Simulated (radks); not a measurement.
Excited configurations of Pd XI: one electron is placed in a higher orbital outside [Ar] 3d10 4s2 4p5. The ground configuration is [Kr]. Calculated with a radial shooting solver on a logarithmic mesh with Libxc functionals: scalar-relativistic Kohn-Sham, LDA (Slater exchange, Perdew-Wang correlation), spin-polarised, spherical densities, finite nucleus; open shells are filled with parallel spins first (spin-orbit coupling, left out, can overturn this in heavy ions); Fermi nuclear charge, rms radius 4.5318 fm. Excitation = E - E(ground); binding = E(ion) - E, where the ion is the core of charge +11; n* = 11/sqrt(2 binding) in atomic units. These energies are relativistic, and a one-electron ion of charge +11 with no core already has n* below n in this formula (scalar-relativistic equation, point nucleus: 4d 3.999, 4f 4.000, 5p 4.998, 5f 5.000, 6s 5.997, 6p 5.998, 6d 5.999, 7f 6.999).

| outer orbital | excitation (eV) | binding (eV) | n* | eigenvalue (eV) | <r> (bohr) |
|---|---|---|---|---|---|
| 4d | 55.917 | 184.41 | 2.988 | -173.84 | 1.032 |
| 4f | 114.37 | 125.95 | 3.615 | -116.75 | 1.204 |
| 5p | 118.98 | 121.34 | 3.683 | -115.99 | 1.814 |
| 5f | 162.98 | 77.343 | 4.614 | -73.395 | 2.362 |
| 6s | 158.85 | 81.477 | 4.495 | -78.295 | 2.800 |
| 6p | 165.62 | 74.706 | 4.694 | -71.714 | 2.970 |
| 6d | 176.31 | 64.014 | 5.071 | -61.321 | 3.294 |
| 7f | 202.26 | 38.062 | 6.577 | -36.481 | 5.391 |

The Delta-SCF ionisation energy is 240.32 eV (NIST Atomic Spectra Database: 238.6 eV, semi-empirical). Self-interaction in the functional shifts the binding energies and quantum defects, so they are the method's values and not measured ones. Open shells are spherical and high-spin; term and fine-structure splittings are not resolved.
